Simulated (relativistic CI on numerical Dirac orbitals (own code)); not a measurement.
**Radial parameters of Tb XXXIII**

Method of calculation: Dirac-Coulomb-Breit CI, KLI orbitals optimised for each configuration, model QED (radiative potential, 1s self-energy scaled to tabulated hydrogen-like ionisation energies), unscaled Slater integrals (own radial code, finite nucleus).

Slater integrals F^k, G^k are unscaled and averaged over j, outside the closed core [Ar] 3d10; ζ comes from projecting the Hamiltonian with its Breit term on Σ l·s of the shell.

- 4s2 4p3: F^2(4p,4p) = 206900, ζ(4p) = 254490 cm⁻¹; <r>(4p) = 0.4954, <r^2>(4p) = 0.2774 (bohr units).
- 4s 4p4: F^2(4p,4p) = 206850, G^1(4s,4p) = 270720, ζ(4p) = 254300 cm⁻¹; <r>(4s) = 0.4839, <r^2>(4s) = 0.2631, <r>(4p) = 0.4955, <r^2>(4p) = 0.2775 (bohr units).
- 4s2 4p2 4d: F^2(4p,4p) = 206840, ζ(4p) = 254920, F^2(4p,4d) = 203110, G^1(4p,4d) = 252280, G^3(4p,4d) = 161810, ζ(4d) = 31562 cm⁻¹; <r>(4p) = 0.4955, <r^2>(4p) = 0.2776, <r>(4d) = 0.4969, <r^2>(4d) = 0.282 (bohr units).

Averages of the first 10 configurations, taken without configuration mixing, which lowers the lowest level and can move excited configurations by several eV; other configurations of the list can lie among them:

```json
{"Configuration": "4s2 4p3", "Parity": "odd", "States": "20", "Average energy above the lowest level (eV)": "50.7"}
{"Configuration": "4s 4p4", "Parity": "even", "States": "30", "Average energy above the lowest level (eV)": "164.0"}
{"Configuration": "4s2 4p2 4d", "Parity": "even", "States": "150", "Average energy above the lowest level (eV)": "199.5"}
{"Configuration": "4p5", "Parity": "odd", "States": "6", "Average energy above the lowest level (eV)": "286.5"}
{"Configuration": "4s 4p3 4d", "Parity": "odd", "States": "400", "Average energy above the lowest level (eV)": "308.8"}
{"Configuration": "4s2 4p2 4f", "Parity": "odd", "States": "210", "Average energy above the lowest level (eV)": "346.6"}
{"Configuration": "4s 4p3 4f", "Parity": "even", "States": "560", "Average energy above the lowest level (eV)": "456.1"}
{"Configuration": "4p4 4d", "Parity": "even", "States": "150", "Average energy above the lowest level (eV)": "427.3"}
{"Configuration": "4s 4p2 4d2", "Parity": "even", "States": "1350", "Average energy above the lowest level (eV)": "456.2"}
{"Configuration": "4s2 4p 4d 4f", "Parity": "even", "States": "840", "Average energy above the lowest level (eV)": "496.0"}
```
